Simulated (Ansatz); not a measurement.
Reaction (formal hydrolysis of a Zr–C bond): `[CH3][Zr]([CH3])([OH])[OH]` + H₂O → `[CH3][Zr]([OH])([OH])[OH]` + CH₄

Gas-phase electronic energies from Ansatz, PBE0-D4/def2-TZVP geometries. CCSD(T)/CBS is the MP2 limit (def2-TZVPP, def2-QZVPP) plus CCSD(T) − MP2 in def2-TZVPP, frozen cores. This one scheme is used for every species. DFT in def2-TZVPP. def2 core potentials past Kr. For Zr outer-core shells are correlated without core-valence functions, which leaves a few kJ/mol of doubt a bond. One conformer a species, not always the lowest.

Is it downhill or uphill in electronic energy at CCSD(T)/CBS, and by how much? (An estimate is asked.)

The calculation gave: Downhill: ΔE = -181.6 kJ/mol.

What do these levels give: LDA (SPW92), PBE-D4, revPBE-D4, BHLYP-D4, BLYP, HF/def2-SVP, CCSD/def2-SVP, CCSD(T)/def2-SVP, SCS-MP2/def2-TZVPP, CCSD(T)/def2-TZVPP, HF/def2-QZVPP, MP2/CBS(def2)? (Estimate.)

Computed: LDA (SPW92) -184.4, PBE-D4 -180.3, revPBE-D4 -178.5, BHLYP-D4 -191.2, BLYP -192.1, HF/def2-SVP -212.2, CCSD/def2-SVP -210.5, CCSD(T)/def2-SVP -210.7, SCS-MP2/def2-TZVPP -188.7, CCSD(T)/def2-TZVPP -183.5, HF/def2-QZVPP -196.4, MP2/CBS(def2) -184.6 kJ/mol.

Largest T1 diagnostic among the species: 0.016.

Leaving LDA and LC-ωPBE aside and taking each functional with its dispersion term where it has one, the values, not all of them listed here, spread over 16.2 kJ/mol, from CAM-B3LYP-D4 to revPBE-D4. At CCSD(T), def2-SVP lies −29.1 kJ/mol from the extrapolated value and def2-TZVPP −1.8 kJ/mol.
